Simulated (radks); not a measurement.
The oxygen ion O+ inside a hard spherical wall (all orbitals vanish at R), configuration held at [He] 2s2 2p3 and not refilled when levels cross. Method: non-relativistic Kohn-Sham, r2SCAN, spin-polarised, spherical densities, point nucleus; open shells are filled with parallel spins first; meta-GGA in the generalised Kohn-Sham scheme; computed with a radial shooting solver on a logarithmic mesh with Libxc functionals. Eigenvalues in eV for spin up, with the zero of energy where the potential of the charges vanishes at infinity; a dash marks a level that is unbound or too diffuse for the functional's potential to be trusted. A positive occupied level is held by the wall or, in an anion where self-interaction has pushed it up, behind a barrier. The pressure on the wall is -dE/dV.

R (bohr)  E (hartree)  kinetic (hartree)    e(1s)    e(2s)    e(2p)  e(3s, empty)  e(3p, empty)  pressure (GPa)
free        -74.55949             74.398  -538.66  -43.516  -27.300             -             -               0
15          -74.55949             74.398  -538.66  -43.516  -27.300             -             -        < 0.0001
6           -74.55946             74.398  -538.65  -43.514  -27.298        -3.641        -0.381         0.00537
4           -74.55334             74.456  -538.30  -43.300  -27.048         3.987         9.006            2.36
3           -74.47600             74.964  -535.70  -41.715  -25.195        21.975        27.262            56.3
2.5         -74.25299             76.085  -530.80  -38.454  -21.524        46.247        49.691             300
2           -73.41871             79.318  -518.86  -28.992  -11.624        101.40        97.529            1780
